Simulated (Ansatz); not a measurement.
`C[Si](F)(F)[SnH3]` + `[OH][AlH2]` → `C[Si](F)(F)[O][AlH2]` + `[SnH4]`  (cleavage of the Si–Sn bond)

Gas-phase electronic energies from Ansatz, PBE0-D4/def2-TZVP geometries. CCSD(T)/CBS is the MP2 limit (def2-TZVPP, def2-QZVPP) plus CCSD(T) − MP2 in def2-TZVPP, frozen cores. This one scheme is used for every species. Functionals use def2-TZVPP. B3LYP here is the variant with VWN-RPA as its local correlation; programs differ in this. def2 core potentials past Kr. For Sn outer-core shells are correlated without core-valence functions, which leaves a few kJ/mol of doubt a bond. One conformer a species, not always the lowest.

Q: Is it downhill or uphill in electronic energy at CCSD(T)/CBS, and by how much? (An estimate is asked.)

A: The calculation gave: Downhill: ΔE = -1.40 eV.

Q: What do these levels give: B3LYP-D4, ωB97X-V, ωB97M-V, CCSD(T)/def2-TZVPP, MP2/def2-QZVPP, MP2/CBS(def2)? (Estimate.)

A: Computed: B3LYP-D4 -1.41, ωB97X-V -1.42, ωB97M-V -1.44, CCSD(T)/def2-TZVPP -1.49, MP2/def2-QZVPP -1.42, MP2/CBS(def2) -1.38 eV.

Largest T1 diagnostic among the species: 0.013.

In def2-TZVPP, CCSD(T) changes the Hartree–Fock value by +0.29 eV (the triples alone add +0.04 eV) and MP2 by +0.31 eV. From PBE to PBE0 (25 % exact exchange), in def2-TZVPP and without D4, ΔE moves by −0.14 eV.
